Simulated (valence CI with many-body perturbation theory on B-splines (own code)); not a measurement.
**Level structure of Tm XXXIX**

Calculated by configuration interaction combined with many-body perturbation theory (CI+MBPT): three valence electrons over a frozen Dirac-Fock core [Ar] 3d10, a basis of 11 s, 11 p, 10 d, 8 f, 5 g, 2 h functions for each j, with the one-electron correlation potential Σ1 (screened to all orders), the two-electron term Σ2, the three-electron term Σ3, Breit, model QED; selected single and double excitations, second order for the rest, scaled by the run's own slope (own B-spline code, finite nucleus).

No measured spectrum was set against this ion. As an estimate, large intervals hold to a few tenths of a per cent, small ones and those within an open d or f shell to about a per cent.

Levels 136 to 180 of 195, with energies above the lowest level, (4s^2 4p1/2) J=1/2. "Leading %" is the weight of the configuration and term that name the level; weights of strongly mixed levels are sums over their largest components and can fall short. In the jj column 3d3/2^4 stands for four electrons in 3d with j = 3/2.

```csv
No.,Configuration,Term,J,E (Ry),Leading %,Leading jj,g
136,4p2 4f,2F°,7/2,45.119,37,4p1/2 4p3/2 4f7/2 (42 %),1.208
137,4p2 4f,2D°,5/2,45.136,42,4p1/2 4p3/2 4f7/2 (52 %),1.216
138,4p2 4f,4D°,3/2,45.138,37,4p1/2 4p3/2 4f5/2 (72 %),1.095
139,4p2 4f,2P°,1/2,45.194,53,4p1/2 4p3/2 4f5/2 (92 %),0.381
140,4p 4d2,2P°,1/2,45.788,74,4p1/2 4d5/2^2 (91 %),0.664
141,4p2 4f,2F°,5/2,45.810,46,4p1/2 4p3/2 4f7/2 (69 %),0.939
142,4p2 4f,2G°,9/2,45.820,35,4p1/2 4p3/2 4f7/2 (35 %),1.008
143,4p2 4f,2D°,3/2,45.916,41,4p1/2 4p3/2 4f7/2 (65 %),1.045
144,4p2 4f,2F°,7/2,46.133,20,4p1/2 4p3/2 4f7/2 (29 %),1.056
145,4p 4d2,2G°,7/2,47.522,25,4p3/2 4d3/2^2 (57 %),1.008
146,4p 4d2,4F°,5/2,47.624,22,4p3/2 4d3/2^2 (59 %),0.968
147,4p 4d2,4F°,3/2,47.663,25,4p3/2 4d3/2^2 (80 %),0.841
148,4s 4d 4f,4H°,7/2,47.863,82,4s 4d3/2 4f5/2 (91 %),0.722
149,4p 4d2,4G°,9/2,47.937,23,4p3/2 4d3/2 4d5/2 (42 %),1.097
150,4p 4d2,4D°,1/2,47.943,70,4p3/2 4d3/2^2 (86 %),0.309
151,4p 4d2,4G°,9/2,47.969,16,4p3/2 4d3/2 4d5/2 (44 %),1.110
152,4p 4d2,2D°,3/2,48.028,20,4p3/2 4d3/2^2 (55 %),1.168
153,4p 4d2,4F°,7/2,48.044,24,4p3/2 4d3/2 4d5/2 (66 %),1.207
154,4p 4d2,4G°,11/2,48.145,57,4p3/2 4d3/2 4d5/2 (46 %),1.216
155,4p 4d2,4P°,5/2,48.213,26,4p3/2 4d3/2 4d5/2 (63 %),1.380
156,4s 4d 4f,4F°,3/2,48.256,60,4s 4d3/2 4f5/2 (70 %),0.621
157,4s 4d 4f,2G°,7/2,48.303,27,4s 4d3/2 4f7/2 (43 %),1.002
158,4s 4d 4f,4H°,9/2,48.329,61,4s 4d3/2 4f7/2 (48 %),1.006
159,4p 4d2,2F°,5/2,48.333,20,4p3/2 4d3/2 4d5/2 (47 %),1.011
160,4s 4d 4f,4F°,5/2,48.416,25,4s 4d3/2 4f5/2 (56 %),1.120
161,4s 4d 4f,4H°,11/2,48.515,42,4s 4d5/2 4f5/2 (33 %),1.133
162,4p 4d2,4D°,7/2,48.518,27,4p3/2 4d3/2 4d5/2 (66 %),1.175
163,4s 4d 4f,4F°,9/2,48.526,33,4s 4d3/2 4f7/2 (54 %),1.171
164,4p 4d2,4D°,3/2,48.564,34,4p3/2 4d3/2 4d5/2 (56 %),1.158
165,4p 4d2,2S°,1/2,48.570,42,4p3/2 4d3/2 4d5/2 (89 %),1.724
166,4s 4d 4f,4F°,5/2,48.614,28,4s 4d3/2 4f7/2 (35 %),1.060
167,4s 4d 4f,4H°,11/2,48.663,40,4p3/2 4d5/2^2 (37 %),1.157
168,4s 4d 4f,4G°,5/2,48.786,61,4s 4d3/2 4f5/2 (71 %),0.764
169,4s 4d 4f,4F°,7/2,48.801,46,4s 4d3/2 4f7/2 (48 %),1.222
170,4p 4d2,4S°,3/2,48.807,26,4p3/2 4d3/2 4d5/2 (48 %),1.331
171,4s 4d 4f,4G°,7/2,48.942,44,4s 4d3/2 4f5/2 (40 %),1.086
172,4p 4d2,4P°,5/2,49.009,22,4p3/2 4d5/2^2 (57 %),1.324
173,4s 4d 4f,4D°,1/2,49.087,57,4s 4d3/2 4f5/2 (72 %),0.379
174,4s 4d 4f,2F°,7/2,49.128,14,4p3/2 4d5/2^2 (40 %),1.150
175,4s 4d 4f,4H°,13/2,49.132,100,4s 4d5/2 4f7/2 (100 %),1.228
176,4s 4d 4f,4D°,3/2,49.166,40,4s 4d3/2 4f5/2 (48 %),1.392
177,4p 4d2,4D°,7/2,49.242,31,4p3/2 4d5/2^2 (44 %),1.220
178,4s 4d 4f,4P°,5/2,49.246,31,4s 4d3/2 4f7/2 (59 %),1.395
179,4s 4d 4f,2G°,9/2,49.268,29,4s 4d5/2 4f7/2 (44 %),1.217
180,4s 4d 4f,2D°,3/2,49.346,26,4p3/2 4d3/2 4d5/2 (34 %),0.858
```

Where two levels of one J and parity lie close, their mixing, g and order are uncertain.
